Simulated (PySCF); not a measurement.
3,3-difluoropent-1-en-4-yne (C5H4F2), SMILES C(=C)C(C#C)(F)F. Atoms are numbered in the order given.

```xyz
11

C      1.0824    -2.1434     0.0000
C      0.3848    -1.1570     0.0000
C     -0.4602     0.0462     0.0000
F     -1.2792     0.0155    -1.0858
F     -1.2792     0.0155     1.0858
C      0.2835     1.3488     0.0000
C      1.6062     1.4811     0.0000
H      1.6949    -3.0270     0.0000
H     -0.3865     2.2150     0.0000
H      2.2655     0.6085     0.0000
H      2.0717     2.4692     0.0000
```

The structure is a stationary point at PBE0-D3(BJ)/def2-SVP. The values are those of a single conformer.

Two levels are set side by side: PBE/pcSseg-1 (PySCF) and PBE0/pcSseg-1 (PySCF). GIAO shifts against CFCl3 (¹⁹F), TMS (¹H), TMS (¹³C) at the same level; non-relativistic, no solvent, atoms listed together averaged. Differences are taken from unrounded values.

```json
[
 {"quantity": "δ(¹³C) of C1 (ppm)", "PBE0": "86.1"},
 {"quantity": "δ(¹³C) of C2 (ppm)", "PBE0": "79.7"},
 {"quantity": "δ(¹³C) of C3 (ppm)", "PBE0": "116.0"},
 {"quantity": "δ(¹⁹F) of F4, F5 (ppm)", "PBE0": "-105.0"},
 {"quantity": "δ(¹³C) of C6 (ppm)", "PBE0": "143.7"},
 {"quantity": "δ(¹³C) of C7 (ppm)", "PBE0": "132.2"},
 {"quantity": "δ(¹H) of H8 (ppm)", "PBE0": "2.98"},
 {"quantity": "δ(¹H) of H9 (ppm)", "PBE0": "6.47"}
]
```

### Question
What does PBE give, and how far is it from PBE0? (The exact figures need the calculation; the answer reports its results.)

### Answer

| quantity | PBE | PBE minus PBE0 |
|---|---|---|
| δ(¹³C) of C1 (ppm) | 82.5 | -3.6 |
| δ(¹³C) of C2 (ppm) | 79.1 | -0.6 |
| δ(¹³C) of C3 (ppm) | 120.8 | 4.8 |
| δ(¹⁹F) of F4, F5 (ppm) | -118.4 | -13.4 |
| δ(¹³C) of C6 (ppm) | 143.1 | -0.6 |
| δ(¹³C) of C7 (ppm) | 129.0 | -3.2 |
| δ(¹H) of H8 (ppm) | 2.77 | -0.21 |
| δ(¹H) of H9 (ppm) | 6.40 | -0.07 |

Rough cost on one machine, each run with all the roots and properties that it gave: PBE0 against PBE within a factor of 2.
